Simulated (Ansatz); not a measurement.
Mulliken charges of AlBrH5NSi (`[AlH2][NH][SiH2]Br`) from PBE/def2-TZVPP in Ansatz (PBE0-D4/def2-TZVP geometry).

| atom | x (Å) | y (Å) | z (Å) | charge (e) |
| --- | --- | --- | --- | --- |
| Al1 | -0.243 | 1.795 | -0.064 | 0.348 |
| N2 | -0.063 | 0.156 | 0.635 | -0.272 |
| Si3 | 0.026 | -1.342 | -0.181 | 0.344 |
| Br4 | 2.116 | -2.131 | -0.285 | -0.231 |
| H5 | -0.422 | 1.899 | -1.629 | -0.113 |
| H6 | -0.230 | 3.015 | 0.940 | -0.114 |
| H7 | 0.078 | 0.102 | 1.636 | 0.134 |
| H8 | -0.748 | -2.401 | 0.506 | -0.053 |
| H9 | -0.427 | -1.141 | -1.575 | -0.043 |

**Question.** By hand: the dipole of these point charges (1 e Å = 4.8032 D).

**Answer.** Σ q r = (-0.405, 0.245, 0.146) e Å, of length 0.495 e Å = 2.38 D.

**Question.** How does the dipole of the full density compare? (Best estimate.)

**Answer.** The calculation gave: (-0.255, 0.211, 0.213) e Å, 1.89 D; the point charges give 1.26 times that, at 17° from its direction.

Point charges leave out the atoms' own dipoles, such as those of lone pairs, and Mulliken's split depends on the basis, so the two needn't agree.
